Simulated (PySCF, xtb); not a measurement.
Zn(F)(SMe) (CH3FSZn), SMILES C[S][Zn][F].

GFN2-xTB (xtb 6.7.1) at its own geometry gives an orbital gap of 1.88 eV and a dipole moment of 1.17 D.

Coordinates come from a B3LYP-D3(BJ)/def2-SVP optimisation. The structure was generated by enumeration; whether it is a known compound was not checked. One conformer was computed; it need not be the lowest.

Q: What does PySCF with PBE/def2-TZVP give? (Estimate from the structure and the level; the computed values follow.)

A: gap 3.73 eV (levels -5.95 and -2.22 eV), dipole 2.47 D.
